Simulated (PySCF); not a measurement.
## Trend along group 14: MIn molecules

HF with double-zeta basis sets in PySCF, for the lowest determinant that a PBE0 search found; no spin–orbit coupling. De refers to high-spin ground-configuration atoms. A positive dipole means M(−)In(+).

| M | basis | reference | state (unpaired electrons) | Re (Å) | ωe (cm⁻¹) | De (eV) | μ (D) |
| --- | --- | --- | --- | --- | --- | --- | --- |
| C | x2c-SVPall | UHF | quartet (σ ↑, π ↑↑) | 2.237 | 488 | 2.05 | 2.54 |
| Si | def2-SVPD | UHF | quartet (σ ↑, π ↑↑) | 2.711 | 237 | 1.44 | 2.79 |
| Ge | def2-SVP | UHF | quartet (σ ↑, π ↑↑) | 2.749 | 168 | 1.37 | 2.95 |
| Pb | def2-SVP | UHF | quartet (σ ↑, π ↑↑) | 2.991 | 116 | 1.12 | 2.64 |

Question: The row for M = Sn is missing. Estimate Re, ωe and De as the mean of the rows for Ge and Pb, and compare with the calculation.

Answer: The means are 2.870 Å, 142 cm⁻¹ and 1.25 eV. UHF in def2-SVP gives InSn as a quartet (σ ↑, π ↑↑) with Re = 2.939 Å, ωe = 134 cm⁻¹, De = 1.21 eV, so the estimate is off by -6.9 pm, +6 % and +0.03 eV.

The rows differ in basis set, which adds steps of its own.

These are scalar-relativistic numbers at best; spin–orbit coupling would shift them, the dissociation energy most. Hartree–Fock leaves out correlation, which carries a large part of most bond energies and some tenths to 1 eV of ionisation energies. States were picked by a PBE0 search and need not be the measured ground states.
